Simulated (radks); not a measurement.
All-electron atom: I VIII in [Ar] 3d10 4s2 4p5 4d10 5s1 (not the ground configuration). All-electron calculation, Dirac Kohn-Sham, LDA (Slater exchange, Perdew-Wang correlation), spin-unpolarised, spherical densities, finite nucleus; open shells fill j = l - 1/2 first; Fermi nuclear charge, rms radius 4.75 fm. Program: a radial shooting solver on a logarithmic mesh with Libxc functionals.

Unscreened Slater integrals over Kohn-Sham orbitals (eV). Large and small components are both included. Empty in this configuration: 5p1/2.

integral          value
F0(5s1/2,5s1/2)  15.060
F0(5s1/2,4d5/2)  18.050
G2(5s1/2,4d5/2)  2.4130
F0(5s1/2,4d3/2)  18.085
G2(5s1/2,4d3/2)  2.3505
F0(5s1/2,4p3/2)  18.397
G1(5s1/2,4p3/2)  1.5945
F0(5s1/2,5p1/2)  14.460
G1(5s1/2,5p1/2)  9.9662
F0(4d5/2,4d5/2)  27.734
F2(4d5/2,4d5/2)  14.133
F4(4d5/2,4d5/2)  9.4282
F0(4d5/2,4d3/2)  27.882
F2(4d5/2,4d3/2)  14.201
G2(4d5/2,4d3/2)  14.186
G4(4d5/2,4d3/2)  9.4643
F0(4d5/2,4p3/2)  29.225
F2(4d5/2,4p3/2)  14.965
G1(4d5/2,4p3/2)  19.052
G3(4d5/2,4p3/2)  11.865
F0(4d5/2,5p1/2)  16.959
G3(4d5/2,5p1/2)  1.7993
F0(4d3/2,4d3/2)  28.033
F2(4d3/2,4d3/2)  14.274
F0(4d3/2,4p3/2)  29.400
F2(4d3/2,4p3/2)  15.071
G1(4d3/2,4p3/2)  19.183
G3(4d3/2,4p3/2)  11.956
F0(4d3/2,5p1/2)  16.989
G1(4d3/2,5p1/2)  1.8291
F0(4p3/2,4p3/2)  31.011
F2(4p3/2,4p3/2)  16.281
F0(4p3/2,5p1/2)  17.259
G2(4p3/2,5p1/2)  1.3965
F0(5p1/2,5p1/2)  13.946
